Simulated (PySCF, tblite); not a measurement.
Compound: C₄H₁₂F₂Si₂.
Atom-mapped SMILES: `[CH3:1][CH2:2][C@:3]([F:4])([CH2:5][SiH3:6])[SiH2:7][F:8]` (hydrogens: H9, H10, H11 on C1; H12, H13 on C2; H14, H15 on C5; H16, H17, H18 on Si6; H19, H20 on Si7)

Cartesian coordinates in Å at the GFN2-xTB level; atoms count from 1:
```
atom  x, y, z in Å
C1    -1.568    1.670   -0.659
C2    -0.984    1.224    0.674
C3    -0.119   -0.037    0.563
F4     0.286   -0.320    1.893
C5     1.145    0.207   -0.254
Si6    2.556   -1.035    0.068
Si7   -1.112   -1.588    0.002
F8    -1.009   -1.661   -1.607
H9    -0.780    1.930   -1.361
H10   -2.174    0.881   -1.101
H11   -2.196    2.546   -0.514
H12   -1.792    1.023    1.382
H13   -0.372    2.027    1.097
H14    1.518    1.213   -0.037
H15    0.879    0.189   -1.311
H16    2.919   -1.044    1.482
H17    3.696   -0.586   -0.739
H18    2.144   -2.373   -0.366
H19   -2.534   -1.448    0.280
H20   -0.507   -2.806    0.505
```

The calculation used PBE0/pcSseg-1 in PySCF (dipole) on a GFN2-xTB geometry, gas phase.

Take the most abundant isotopes and a rigid rotor. The values belong to one conformer with, in the numbering `[CH3:1][CH2:2][C@:3]([F:4])([CH2:5][SiH3:6])[SiH2:7][F:8]`, C1–C2–C3–F4 -178°, C2–C3–C5–Si6 159°, C2–C3–Si7–F8 92°.

(1) Give the principal moments of inertia and the rotational constants in GHz.

(2) What kind of rotor is it?

(3) What does the inertial defect say?

(4) List the rotational levels J(Ka,Kc) to J = 3 (cm⁻¹).

(5) Which types of transition are allowed, and where do some lines up to J = 3 fall?

## Answers

(1) Ia = 330.38, Ib = 477.50, Ic = 584.00 u·Å²; 505379 MHz·u·Å²/I gives 1530, 1058 and 865.4 MHz, that is A = 1.5297, B = 1.0584, C = 0.8654 GHz.

(2) An asymmetric top. Ray's parameter κ = (2B − A − C)/(A − C) = -0.419; −1 is the prolate and +1 the oblate limit.

(3) Not planar: Δ = Ic − Ia − Ib = -223.87 u·Å². For a rigid frame Δ = −2 Σ m c², so Σ m c² = 111.94 u·Å² lies off the ab plane: 19.34 from hydrogen and 92.60 from heavier atoms. The atom farthest from that plane is 2.07 Å away.

(4) Above 0(0,0):
J = 1: 1(0,1) 0.0642, 1(1,1) 0.0799, 1(1,0) 0.0863
J = 2: 2(0,2) 0.1909, 2(1,2) 0.2018, 2(1,1) 0.2211, 2(2,1) 0.2683, 2(2,0) 0.2699
J = 3: 3(0,3) 0.3775, 3(1,3) 0.3837, 3(1,2) 0.4221, 3(2,2) 0.4608, 3(2,1) 0.4682, 3(3,1) 0.5564, 3(3,0) 0.5566
The levels of one J sum to (2J + 1)J(J + 1)(A + B + C)/3.

(5) The dipole components are |μa| = 1.04 D, |μb| = 0.87 D, |μc| = 0.40 D. Intensities carry the squares of the components, which stand as 1.00 : 0.69 : 0.15 (a : b : c). Some lines, for components of 0.1 D or more:

```json
{"type": "c", "branch": "Q", "J(Ka,Kc)": "2(1,2) ← 2(0,2)", "MHz": "326", "lower level (cm⁻¹)": "0.191"}
{"type": "b", "branch": "Q", "J(Ka,Kc)": "2(1,1) ← 2(0,2)", "MHz": "906", "lower level (cm⁻¹)": "0.191"}
{"type": "b", "branch": "Q", "J(Ka,Kc)": "3(2,1) ← 3(1,2)", "MHz": "1383", "lower level (cm⁻¹)": "0.422"}
{"type": "c", "branch": "Q", "J(Ka,Kc)": "2(2,1) ← 2(1,1)", "MHz": "1414", "lower level (cm⁻¹)": "0.221"}
{"type": "b", "branch": "Q", "J(Ka,Kc)": "3(2,2) ← 3(1,3)", "MHz": "2310", "lower level (cm⁻¹)": "0.384"}
{"type": "c", "branch": "R", "J(Ka,Kc)": "1(1,0) ← 0(0,0)", "MHz": "2588", "lower level (cm⁻¹)": "0.000"}
{"type": "b", "branch": "Q", "J(Ka,Kc)": "3(3,0) ← 3(2,1)", "MHz": "2650", "lower level (cm⁻¹)": "0.468"}
{"type": "b", "branch": "Q", "J(Ka,Kc)": "3(3,1) ← 3(2,2)", "MHz": "2866", "lower level (cm⁻¹)": "0.461"}
{"type": "a", "branch": "R", "J(Ka,Kc)": "2(0,2) ← 1(0,1)", "MHz": "3799", "lower level (cm⁻¹)": "0.064"}
{"type": "b", "branch": "R", "J(Ka,Kc)": "2(1,2) ← 1(0,1)", "MHz": "4126", "lower level (cm⁻¹)": "0.064"}
{"type": "a", "branch": "R", "J(Ka,Kc)": "3(1,3) ← 2(1,2)", "MHz": "5455", "lower level (cm⁻¹)": "0.202"}
{"type": "c", "branch": "R", "J(Ka,Kc)": "2(2,0) ← 1(1,0)", "MHz": "5503", "lower level (cm⁻¹)": "0.086"}
{"type": "a", "branch": "R", "J(Ka,Kc)": "3(0,3) ← 2(0,2)", "MHz": "5595", "lower level (cm⁻¹)": "0.191"}
{"type": "c", "branch": "R", "J(Ka,Kc)": "2(2,1) ← 1(1,1)", "MHz": "5647", "lower level (cm⁻¹)": "0.080"}
{"type": "b", "branch": "R", "J(Ka,Kc)": "3(1,3) ← 2(0,2)", "MHz": "5781", "lower level (cm⁻¹)": "0.191"}
{"type": "a", "branch": "R", "J(Ka,Kc)": "3(2,1) ← 2(2,0)", "MHz": "5947", "lower level (cm⁻¹)": "0.270"}
{"type": "b", "branch": "R", "J(Ka,Kc)": "3(2,2) ← 2(1,1)", "MHz": "7185", "lower level (cm⁻¹)": "0.221"}
{"type": "b", "branch": "R", "J(Ka,Kc)": "3(2,1) ← 2(1,2)", "MHz": "7988", "lower level (cm⁻¹)": "0.202"}
{"type": "b", "branch": "R", "J(Ka,Kc)": "3(3,1) ← 2(2,0)", "MHz": "8589", "lower level (cm⁻¹)": "0.270"}
```

Its GFN2-xTB frequencies are all real (lowest 29 cm⁻¹). Constants of a rigid frame at the computed geometry: no zero-point averaging, no centrifugal distortion. A rigid rotor knows nothing of internal rotation, which can split or shift real lines.
